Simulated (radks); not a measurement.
The mean radii <r> (bohr) of the occupied orbitals of an atom or ion are listed with their occupations. Calculated with a radial shooting solver on a logarithmic mesh with Libxc functionals: scalar-relativistic Kohn-Sham, r2SCAN, spin-polarised, spherical densities, finite nucleus; meta-GGA in the generalised Kohn-Sham scheme; Fermi nuclear charge, rms radius of each element as measured or else 0.836 A^(1/3) + 0.57 fm.

| orbital | occ. | <r> |
|---|---|---|
| 1s up | 1 | 0.1112 |
| 1s down | 1 | 0.1113 |
| 2s up | 1 | 0.5511 |
| 2p up | 3 | 0.5154 |
| 2p down | 3 | 0.5175 |
| 3s up | 1 | 1.896 |
| 3s down | 1 | 1.916 |
| 3p up | 2 | 2.158 |

Name the element and its charge. Open shells, if any, are filled with parallel spins first.

Answer. Z = 14, silicon, charge +1: Si+ in [He] 2s1 2p6 3s2 3p2. The 1s radius gives Z: for a bare nucleus <r> = (2 gamma + 1)/(2Z) with gamma = sqrt(1 - (Z/c)^2), 0.1068 bohr for Z = 14, and screening makes it slightly larger (0.1112 here). The occupations add up to 13, and the charge is Z minus that.
